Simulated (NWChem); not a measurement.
Species: SiHCl₂, doublet; SMILES Cl[SiH]Cl

In the optimisation the excess spin sits in a' (Cs, its own frame).

Question: Give the equilibrium geometry at PBE0/def2-SVP, spin-unrestricted (NWChem) as a list of bonds and angles, with the point group.

Answer: point group Cs; any orientation.
Bonded distances (Å): Cl1–Si2 2.064, Si2–Cl3 2.064, Si2–H4 1.496. Angles (°): Cl1–Si2–Cl3 110.3, Cl1–Si2–H4 108.1, Cl3–Si2–H4 108.1.
